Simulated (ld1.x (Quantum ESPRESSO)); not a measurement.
An all-electron radial function and its pseudo partner (B)

Columns: radius, all-electron u(r) and pseudo u(r) of the 2p shell (level -25.49 eV) of boron in the configuration [He] 2s1 2p0; PBE, scalar-relativistic, TM scheme, ld1.x (Quantum ESPRESSO) 7.5.

| r (bohr) | all-electron | pseudo |
| --- | --- | --- |
| 0.145 | 0.0764 | 0.0270 |
| 0.290 | 0.2235 | 0.1043 |
| 0.435 | 0.3770 | 0.2212 |
| 0.580 | 0.5113 | 0.3615 |
| 0.725 | 0.6168 | 0.5063 |
| 0.870 | 0.6918 | 0.6368 |
| 1.015 | 0.7407 | 0.7384 |
| 1.160 | 0.7661 | 0.8024 |
| 1.305 | 0.7702 | 0.8278 |
| 1.450 | 0.7562 | 0.8190 |
| 1.595 | 0.7282 | 0.7845 |
| 1.740 | 0.6902 | 0.7337 |
| 1.885 | 0.6456 | 0.6750 |
| 2.030 | 0.5974 | 0.6147 |
| 2.175 | 0.5479 | 0.5564 |
| 2.320 | 0.4986 | 0.5020 |
| 2.465 | 0.4508 | 0.4518 |
| 2.610 | 0.4052 | 0.4054 |
| 2.755 | 0.3623 | 0.3623 |
| 2.900 | 0.3224 | 0.3224 |
| 3.045 | 0.2856 | 0.2856 |
| 3.190 | 0.2520 | 0.2520 |
| 3.335 | 0.2215 | 0.2215 |
| 3.480 | 0.1941 | 0.1941 |
| 3.625 | 0.1694 | 0.1694 |
| 3.770 | 0.1475 | 0.1475 |

Problem. How many radial nodes do the two functions have?

Solution. The all-electron 2p function has n − l − 1 = 0; the pseudo-wave has 0.

Problem. At about which radius was the pseudo-wave matched?

Solution. 2.90 bohr. The columns agree to 0.0005 from 2.61 bohr on; several derivatives are matched, so the curves merge somewhat inside the radius.

Problem. Is the pseudo-wave norm-conserving?

Solution. Yes: the TM scheme keeps the norm inside the radius equal to the all-electron one, which fixes the energy derivative of the logarithmic derivative at the level.
